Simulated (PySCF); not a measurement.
Electron correlation in O⁺ (oxygen, charge +1)

[He] 2s2 2p2 3s1, 3s spin antiparallel (an excited configuration). Computed with PySCF 2.14 in aug-cc-pwCVDZ (5s4p2d, 27 functions), with the non-relativistic Hamiltonian (point nucleus). Frozen: 1s2; 5 electrons correlated.

MP2 pair energies summed by pair of shells (mhartree):

```
 pair  energy  share (%)
2s-2p  -34.85       49.9
2s-2s  -20.01       28.6
2s-3s   -5.25        7.5
2p-2p   -5.21        7.5
2p-3s   -4.54        6.5
```

Total MP2 correlation energy: -69.85 mhartree.

Same-spin part -12.25 and opposite-spin part -57.60 mhartree; SCS-MP2 scales them by 1/3 and 6/5 to -73.21 mhartree.
